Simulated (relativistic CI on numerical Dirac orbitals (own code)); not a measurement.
## Ru7+ (4d) in a crystal field

Calculated by Dirac-Coulomb-Breit CI, orbitals from a KLI potential per configuration, a model potential for QED, valence Slater integrals scaled by 0.9, one configuration in a parametric crystal field (own radial code).

Field parameters in Wybourne normalisation: Oh B⁴₀ = 21Dq, B⁴₄ = √(5/14) B⁴₀. The field is a parameter set, without covalency.

S is read from ⟨S²⟩ = S(S + 1).

Powder χT (cm³ K mol⁻¹) by Van Vleck's formula, with temperature-independent terms:

| Field | 2 K | 5 K | 10 K | 20 K | 50 K | 100 K | 200 K | 300 K |
| --- | --- | --- | --- | --- | --- | --- | --- | --- |
| Oh, 10Dq = 8500 cm⁻¹ | 0.0724 | 0.0728 | 0.0736 | 0.0752 | 0.08 | 0.0879 | 0.104 | 0.12 |
| Oh, 10Dq = 15350 cm⁻¹ | 0.0287 | 0.0293 | 0.0302 | 0.032 | 0.0374 | 0.0465 | 0.0646 | 0.0828 |
| Oh, 10Dq = 22150 cm⁻¹ | 0.0152 | 0.0158 | 0.0167 | 0.0186 | 0.0243 | 0.0338 | 0.0527 | 0.0717 |
| Oh, 10Dq = 28950 cm⁻¹ | 0.00944 | 0.01 | 0.011 | 0.0129 | 0.0187 | 0.0284 | 0.0478 | 0.0671 |
| Oh, 10Dq = 35800 cm⁻¹ | 0.00646 | 0.00705 | 0.00803 | 0.00999 | 0.0159 | 0.0257 | 0.0453 | 0.0649 |
| Oh, 10Dq = 42600 cm⁻¹ | 0.00475 | 0.00534 | 0.00633 | 0.0083 | 0.0142 | 0.0241 | 0.0439 | 0.0636 |

(1) For Oh, 10Dq = 28950 cm⁻¹: what effective moment follows at 300 K?

Answers

(1) μ_eff = √(8χT) = 0.73 μB. The ground level has S = 0.50; the spin-only moment for S = 1/2 is 1.73 μB. The difference comes from the orbital moment, spin-orbit mixing of terms and temperature-independent paramagnetism, all larger in this ionic model than in covalent complexes.
